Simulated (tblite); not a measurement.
Species: 2,4-dimethylpentane, C7H16.
SMILES with atom numbers: `[CH3:1][CH:2]([CH3:3])[CH2:4][CH:5]([CH3:6])[CH3:7]` (hydrogens: H8, H9, H10 on C1; H11 on C2; H12, H13, H14 on C3; H15, H16 on C4; H17 on C5; H18, H19, H20 on C6; H21, H22, H23 on C7)

Computed with GFN2-xTB (tblite), gas phase: Langevin dynamics at 400 K from the optimised GFN2-xTB geometry, time step 0.5 fs, friction 0.01 fs⁻¹, 2000 steps.

Start geometry:
```
atom  x, y, z in Å
C1      1.929   -0.898    0.030
C2      1.061    0.082   -0.755
C3      1.933    1.210   -1.308
C4     -0.058    0.680    0.105
C5     -1.041   -0.323    0.719
C6     -2.071    0.428    1.562
C7     -1.755   -1.152   -0.346
H8      2.333   -0.419    0.919
H9      1.360   -1.772    0.337
H10     2.761   -1.238   -0.583
H11     0.614   -0.447   -1.603
H12     2.408    1.755   -0.495
H13     1.336    1.910   -1.889
H14     2.712    0.810   -1.953
H15     0.402    1.252    0.916
H16    -0.626    1.384   -0.509
H17    -0.492   -1.000    1.381
H18    -1.584    1.008    2.342
H19    -2.761   -0.268    2.034
H20    -2.648    1.108    0.938
H21    -2.506   -1.790    0.115
H22    -2.252   -0.501   -1.063
H23    -1.059   -1.790   -0.884
```

The statistics below take the 31 frames saved every 25 fs from 250 to 1000 fs; their kinetic temperature (all 3N coordinates) averages 370 K.

Task: Give the mean, spread and extremes of the bond lengths.

Result: 
```json
{"bond": "C1–C2", "start (Å)": "1.527", "mean (Å)": "1.531", "standard deviation (Å)": "0.044", "shortest (Å)": "1.446", "longest (Å)": "1.634"}
{"bond": "C2–C3", "start (Å)": "1.528", "mean (Å)": "1.543", "standard deviation (Å)": "0.040", "shortest (Å)": "1.471", "longest (Å)": "1.620"}
{"bond": "C2–C4", "start (Å)": "1.533", "mean (Å)": "1.557", "standard deviation (Å)": "0.039", "shortest (Å)": "1.475", "longest (Å)": "1.646"}
{"bond": "C4–C5", "start (Å)": "1.533", "mean (Å)": "1.534", "standard deviation (Å)": "0.036", "shortest (Å)": "1.479", "longest (Å)": "1.624"}
{"bond": "C5–C6", "start (Å)": "1.528", "mean (Å)": "1.544", "standard deviation (Å)": "0.046", "shortest (Å)": "1.456", "longest (Å)": "1.640"}
{"bond": "C5–C7", "start (Å)": "1.527", "mean (Å)": "1.530", "standard deviation (Å)": "0.034", "shortest (Å)": "1.471", "longest (Å)": "1.621"}
{"bond": "C1–H8", "start (Å)": "1.088", "mean (Å)": "1.095", "standard deviation (Å)": "0.031", "shortest (Å)": "1.046", "longest (Å)": "1.166"}
{"bond": "C1–H9", "start (Å)": "1.087", "mean (Å)": "1.089", "standard deviation (Å)": "0.027", "shortest (Å)": "1.040", "longest (Å)": "1.177"}
{"bond": "C1–H10", "start (Å)": "1.088", "mean (Å)": "1.092", "standard deviation (Å)": "0.029", "shortest (Å)": "1.020", "longest (Å)": "1.149"}
{"bond": "C2–H11", "start (Å)": "1.095", "mean (Å)": "1.104", "standard deviation (Å)": "0.035", "shortest (Å)": "1.033", "longest (Å)": "1.178"}
{"bond": "C3–H12", "start (Å)": "1.088", "mean (Å)": "1.089", "standard deviation (Å)": "0.041", "shortest (Å)": "1.022", "longest (Å)": "1.178"}
{"bond": "C3–H13", "start (Å)": "1.088", "mean (Å)": "1.089", "standard deviation (Å)": "0.046", "shortest (Å)": "1.013", "longest (Å)": "1.174"}
{"bond": "C3–H14", "start (Å)": "1.088", "mean (Å)": "1.093", "standard deviation (Å)": "0.027", "shortest (Å)": "1.042", "longest (Å)": "1.143"}
{"bond": "C4–H15", "start (Å)": "1.094", "mean (Å)": "1.100", "standard deviation (Å)": "0.025", "shortest (Å)": "1.053", "longest (Å)": "1.153"}
{"bond": "C4–H16", "start (Å)": "1.093", "mean (Å)": "1.107", "standard deviation (Å)": "0.038", "shortest (Å)": "1.038", "longest (Å)": "1.210"}
{"bond": "C5–H17", "start (Å)": "1.095", "mean (Å)": "1.100", "standard deviation (Å)": "0.020", "shortest (Å)": "1.060", "longest (Å)": "1.144"}
{"bond": "C6–H18", "start (Å)": "1.088", "mean (Å)": "1.089", "standard deviation (Å)": "0.027", "shortest (Å)": "1.037", "longest (Å)": "1.153"}
{"bond": "C6–H19", "start (Å)": "1.088", "mean (Å)": "1.092", "standard deviation (Å)": "0.038", "shortest (Å)": "1.027", "longest (Å)": "1.189"}
{"bond": "C6–H20", "start (Å)": "1.088", "mean (Å)": "1.092", "standard deviation (Å)": "0.030", "shortest (Å)": "1.034", "longest (Å)": "1.152"}
{"bond": "C7–H21", "start (Å)": "1.088", "mean (Å)": "1.094", "standard deviation (Å)": "0.031", "shortest (Å)": "1.043", "longest (Å)": "1.149"}
{"bond": "C7–H22", "start (Å)": "1.088", "mean (Å)": "1.094", "standard deviation (Å)": "0.034", "shortest (Å)": "1.027", "longest (Å)": "1.188"}
{"bond": "C7–H23", "start (Å)": "1.087", "mean (Å)": "1.095", "standard deviation (Å)": "0.026", "shortest (Å)": "1.035", "longest (Å)": "1.146"}
```

Task: Give the same statistics for bond angles, one of each kind among heavy atoms.

Result: 
| angle | start (°) | mean (°) | standard deviation (°) | smallest (°) | largest (°) |
| --- | --- | --- | --- | --- | --- |
| C1–C2–C3 | 109.6 | 110.4 | 4.5 | 102.9 | 120.6 |
| C1–C2–C4 | 112.1 | 112.4 | 3.7 | 104.3 | 119.5 |
| C3–C2–C4 | 109.4 | 108.7 | 4.1 | 99.2 | 116.0 |
| C2–C4–C5 | 116.0 | 117.4 | 3.4 | 109.7 | 125.4 |

Task: How far does each atom move about its mean position (frames aligned on the start, all atoms weighted alike), and what rms force does it feel?

Result: 
```json
{"atom": "C1", "rms displacement (Å)": "0.16", "rms force (eV/Å)": "2.15"}
{"atom": "C2", "rms displacement (Å)": "0.11", "rms force (eV/Å)": "2.23"}
{"atom": "C3", "rms displacement (Å)": "0.14", "rms force (eV/Å)": "2.43"}
{"atom": "C4", "rms displacement (Å)": "0.14", "rms force (eV/Å)": "2.16"}
{"atom": "C5", "rms displacement (Å)": "0.09", "rms force (eV/Å)": "1.90"}
{"atom": "C6", "rms displacement (Å)": "0.12", "rms force (eV/Å)": "2.25"}
{"atom": "C7", "rms displacement (Å)": "0.16", "rms force (eV/Å)": "2.16"}
{"atom": "H8", "rms displacement (Å)": "0.31", "rms force (eV/Å)": "1.09"}
{"atom": "H9", "rms displacement (Å)": "0.36", "rms force (eV/Å)": "0.96"}
{"atom": "H10", "rms displacement (Å)": "0.30", "rms force (eV/Å)": "1.11"}
{"atom": "H11", "rms displacement (Å)": "0.25", "rms force (eV/Å)": "1.19"}
{"atom": "H12", "rms displacement (Å)": "0.30", "rms force (eV/Å)": "1.39"}
{"atom": "H13", "rms displacement (Å)": "0.30", "rms force (eV/Å)": "1.54"}
{"atom": "H14", "rms displacement (Å)": "0.26", "rms force (eV/Å)": "1.01"}
{"atom": "H15", "rms displacement (Å)": "0.25", "rms force (eV/Å)": "0.92"}
{"atom": "H16", "rms displacement (Å)": "0.24", "rms force (eV/Å)": "1.12"}
{"atom": "H17", "rms displacement (Å)": "0.22", "rms force (eV/Å)": "0.79"}
{"atom": "H18", "rms displacement (Å)": "0.32", "rms force (eV/Å)": "1.03"}
{"atom": "H19", "rms displacement (Å)": "0.29", "rms force (eV/Å)": "1.23"}
{"atom": "H20", "rms displacement (Å)": "0.34", "rms force (eV/Å)": "1.13"}
{"atom": "H21", "rms displacement (Å)": "0.32", "rms force (eV/Å)": "1.05"}
{"atom": "H22", "rms displacement (Å)": "0.34", "rms force (eV/Å)": "1.12"}
{"atom": "H23", "rms displacement (Å)": "0.36", "rms force (eV/Å)": "0.96"}
```

The displacements run from 0.09 to 0.36 Å.

Task: Follow the torsions C1–C2–C4–C5 and C2–C4–C5–C6 through every second one of these frames.

Result: 
```tsv
t (fs)	C1–C2–C4–C5 (°)	C2–C4–C5–C6 (°)
250	-64	-171
300	-72	-166
350	-75	-171
400	-67	173
450	-55	172
500	-45	168
550	-52	-175
600	-57	-179
650	-49	178
700	-68	179
750	-70	-174
800	-68	-176
850	-63	-160
900	-47	-163
950	-50	177
1000	-51	171
```

Largest departure from the start value over all these frames: C1–C2–C4–C5 19° (start -59°), C2–C4–C5–C6 21° (start 179°).

Task: How widely does the potential energy scatter, against a harmonic estimate?

Result: Mean 1.02 eV above the start, standard deviation 0.182 eV, range 0.63 to 1.44 eV. For 63 classical harmonic modes at 400 K the canonical values are 63kT/2 = 1.09 eV and kT·√(63/2) = 0.193 eV.

The run is classical and short, so these are rough statistics of one trajectory.

What follows is the cost of the whole dynamics run. On one thread, Arm Neoverse V1 (aarch64) (shared host), this took 14 s of wall time and 0.18 GiB of memory at its peak.
